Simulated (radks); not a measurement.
Values are calculated unless marked as measured or tabulated.
Task: Radial electron density D(r) = 4 pi r^2 rho(r) of an atom or ion with 29 electrons. Level of theory: scalar-relativistic Kohn-Sham, r2SCAN, spin-polarised, spherical densities, finite nucleus; meta-GGA in the generalised Kohn-Sham scheme; Fermi nuclear charge, rms radius of each element as measured or else 0.836 A^(1/3) + 0.57 fm (a radial shooting solver on a logarithmic mesh with Libxc functionals).

r (bohr)  D(r) (e/bohr)  spin D(r)
0.001673         0.6876   0.000492
0.001932         0.8966   0.000641
0.002249          1.183   0.000846
0.002597          1.535    0.00110
0.003             1.985    0.00142
0.003492          2.592    0.00185
0.004033          3.324    0.00237
0.004658          4.240    0.00301
0.005422          5.449    0.00386
0.006262          6.862    0.00484
0.007232          8.576    0.00603
0.008352          10.62    0.00742
0.009723          13.16    0.00912
0.01123           15.93     0.0109
0.01297           19.02     0.0128
0.0151            22.55     0.0149
0.01744           25.99     0.0167
0.02014           29.35     0.0181
0.02344           32.51     0.0189
0.02707           34.87     0.0186
0.03127           36.31     0.0171
0.0364            36.65     0.0141
0.04204           35.81    0.01000
0.04855           34.07    0.00543
0.05652           31.78    0.00149
0.06527           29.95   0.000606
0.07538           29.22    0.00484
0.08775           30.25     0.0172
0.1013            33.00     0.0380
0.117             36.80     0.0677
0.1363            40.51      0.107
0.1574            42.13      0.151
0.1817            40.77      0.203
0.2099            36.33      0.272
0.2443            29.63      0.381
0.2822            23.57      0.532
0.3259            19.84      0.735
0.3794            19.38      0.979
0.4381            21.41       1.19
0.506             23.79       1.31
0.5891            24.49       1.28
0.6803            22.55       1.13
0.7857            18.58      0.929
0.9146            13.52      0.752
1.056             9.125      0.676
1.22              5.790      0.694
1.42              3.495      0.757
1.64              2.197      0.786
1.894             1.409      0.733
2.205            0.8631      0.580
2.547            0.5063      0.396
2.941            0.2878      0.251
3.424            0.2011      0.191
3.954            0.2155      0.213
4.567            0.2595      0.259
5.274            0.2648      0.265
6.14             0.2106      0.211
7.091            0.1292      0.129
8.189           0.05931     0.0593
9.533           0.01855     0.0186
11.01          0.004358    0.00436
12.71         0.0007117   0.000712

What is the nuclear charge?

Result: Z = 30. The innermost maximum, from 1s, lies near gamma/Z bohr with gamma = sqrt(1 - (Z/c)^2) = 0.976, here 0.0325 bohr (found: 0.0350), and its height grows with Z. The density is that of the zinc ion Zn+ in [Ar] 3d9 4s1 5s1; the configuration itself is not fixed sharply by these data, and Z only to about a unit. D(r) has 4 maxima, at r = 0.0350, 0.159, 0.571, 4.99 bohr, and minima at 0.0754, 0.359, 3.56 bohr, inside which lie 2.10, 10.88, 28.05 electrons.
